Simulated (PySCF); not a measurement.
# La²⁺: ionisation energy

La²⁺ [Xe] 5d1 (2D) → La³⁺ [Xe] (1S), as a difference of total energies. Calculation: PySCF 2.14, in cc-pVDZ-X2C (8s7p5d3f1g, 84 functions); scalar relativity by spin-free X2C-1e. Correlated levels: valence: [Kr] 4d10 frozen. The calculations carry no spin-orbit coupling.

```csv
method,ionisation energy (eV),plus first-order spin-orbit estimate,error of that sum (eV)
UHF,18.203,18.333,-0.844
MP2 (valence),18.716,18.846,-0.331
SCS-MP2 (valence),18.668,18.798,-0.379
CCSD (valence),18.797,18.927,-0.250
CCSD(T) (valence),18.826,18.956,-0.221
```

Reference: 19.177 eV (measured; NIST Atomic Spectra Database, ionization energies).

A first-order spin-orbit estimate (lowest level to lowest level, LS coupling) adds 0.130 eV.

Errors of the correlated levels include the incompleteness of this basis and the frozen core.
